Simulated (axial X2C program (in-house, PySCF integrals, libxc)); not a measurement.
Testing model relations on LiCu

A bond curve at the PBE0 level, 2c, was computed with an in-house relativistic program for diatomic molecules (basis Cu dyall-cv3z [9s9p6d3f2g], Li dyall-cv3z [7s8p2d] (cores contracted in-house)) for the state Ω = 0 (closed shell). Its fit gives Re = 2.2799 Å, ωe = 386.8 cm⁻¹, ωexe = 2.17 cm⁻¹ and αe = 4.849e-03 cm⁻¹; the masses are 62.9296 and 7.0160 u. Two-component means X2C with spin–orbit coupling and atomic mean-field Coulomb and Gaunt terms.

Problem. Find the reduced mass, Be and the force constant.

Solution. From the PBE0 values: μ = 6.3122 u. Be = 16.8576/(μ Re²) = 0.5138 cm⁻¹. k = 5.8918×10⁻⁷ μ ωe² = 0.556 mdyn/Å.

Problem. A Morse curve ties αe to the other constants (Pekeris). How well does that hold?

Solution. αe(Morse) = 6Be²/ωe × (√(ωexe/Be) − 1) = 4.320e-03 cm⁻¹; the PBE0 curve gives 4.849e-03 cm⁻¹, a ratio of 0.89.

Problem. Give B0, the J = 1←0 line in GHz and the most populated J at 300 K (kT = 208.5 cm⁻¹).

Solution. B0 = Be − αe/2 = 0.5114 cm⁻¹; 2B0 = 30.66 GHz; J(max) ≈ √(kT/2B0) − 1/2 = 13.8, so J = 14.

Problem. The dipole moment p changes by 1.56 D/Å at Re. What harmonic infrared intensity follows?

Solution. I = 42.256 × (dp/dR)²/μ = 16 km/mol.

Problem. Where do the fundamental and the first overtone lie?

Solution. ν(1←0) = ωe − 2ωexe = 382.5 cm⁻¹; ν(2←0) = 2ωe − 6ωexe = 760.6 cm⁻¹.

The state is a single determinant with fixed occupations, the lowest that a limited PBE0 search found.
